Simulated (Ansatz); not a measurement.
CH$_{7}$F$_{2}$NSi$_{2}$, SMILES `C[SiH](F)N[SiH2]F`, relaxed with RKS PBE0-D4/def2-TZVP in the Gaussian-basis code of Ansatz from a PBE-D4/def2-SVP geometry. The force threshold is 0.005 eV/Å; the program also tests the step.

The species carries charge 0 and has multiplicity 1.

Start:

```xyz
13

C    -0.246   -1.601   -1.580
Si   -0.229    0.157   -0.947
F    -1.536    0.916   -1.600
N    -0.320    0.200    0.796
Si    0.532    1.247    1.890
F     1.881    0.525    2.489
H     0.640   -2.159   -1.216
H    -1.157   -2.134   -1.237
H    -0.242   -1.623   -2.688
H     0.978    0.949   -1.345
H    -0.942   -0.491    1.231
H    -0.333    1.555    3.074
H     0.974    2.459    1.134
```

Task: By how much does the energy fall, and how many steps does the optimiser take? (An estimate is asked.)

Result: Computed: 10.75 kJ/mol, in 4 steps.

Task: Which bonds change most? (Estimate.)

Result: Computed: Si2–F3 from 1.646 to 1.603 Å; Si5–F6 from 1.643 to 1.601 Å; N4–Si5 from 1.738 to 1.710 Å; Si2–N4 from 1.746 to 1.719 Å.

Task: Give the relaxed structure. (Best estimate.)

Result: The calculation gave: 
```xyz
13

C    -0.245   -1.584   -1.565
Si   -0.230    0.152   -0.925
F    -1.496    0.901   -1.565
N    -0.318    0.196    0.791
Si    0.524    1.229    1.861
F     1.842    0.532    2.444
H     0.629   -2.133   -1.210
H    -1.141   -2.115   -1.232
H    -0.239   -1.594   -2.657
H     0.967    0.931   -1.316
H    -0.932   -0.482    1.223
H    -0.322    1.540    3.035
H     0.961    2.427    1.115
```
